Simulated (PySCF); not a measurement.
**Continuum solvent and chemical shifts**

Atoms are numbered as in `[CH3:1]/[CH:2]=[CH:3]/[CH2:4][B:5]([O:6][CH3:7])[O:8][CH3:9]`; H(Xn) means a hydrogen on atom n.

GIAO PBE0/pcSseg-1 in PySCF 2.14.0 with density-fitted response routines on one PBE0-D3(BJ)/def2-SVP conformer, non-relativistic, equivalent nuclei averaged. Solvents enter as an IEF-PCM continuum (dimethylsulfoxide with ε = 46.8) around the gas-phase geometry. Shifts are referred to TMS, BF3·OEt2 computed in the same medium.

Gas phase, δ in ppm: C3 136.8, C2 130.6, C7/C9 51.7, C1 21.2, C4 20.9, B5 29.3, H(C3) 5.81, H(C2) 5.33, H(C7)/H(C9) 3.57, H(C1) 1.71, H(C4) 1.50. Dipole moment 1.63 D.

(1) How does each δ change in the continuum?

(2) Which nuclei move most (in ppm), and what does the model miss?

Results:

(1) 
```
      atoms                                 environment  Δδ, dimethylsulfoxide
         C3                                   alkene CH                   +1.3
         C2                                   alkene CH                   +2.0
      C7/C9                   methyl carbon bonded to O                   +1.0
         C1                       allylic methyl carbon                   +0.3
         C4                 allylic sp3 CH2 bonded to B                   +0.6
         B5                      boron bonded to C, 2 O                   +0.9
      H(C3)                    hydrogen on an alkene CH                  -0.02
      H(C2)                    hydrogen on an alkene CH                  +0.19
H(C7)/H(C9)     hydrogen on a methyl carbon bonded to O                  +0.10
      H(C1)        hydrogen on an allylic methyl carbon                  +0.05
      H(C4)  hydrogen on an allylic sp3 CH2 bonded to B                  +0.21
```

Changes are relative to the gas phase. The dipole moment becomes 2.02 D in dimethylsulfoxide.

(2) C2 (alkene CH, +2.0 ppm) in dimethylsulfoxide. A continuum only polarises the solute; specific hydrogen bonds, the anisotropy of aromatic solvents and changes of geometry or conformer are outside it.
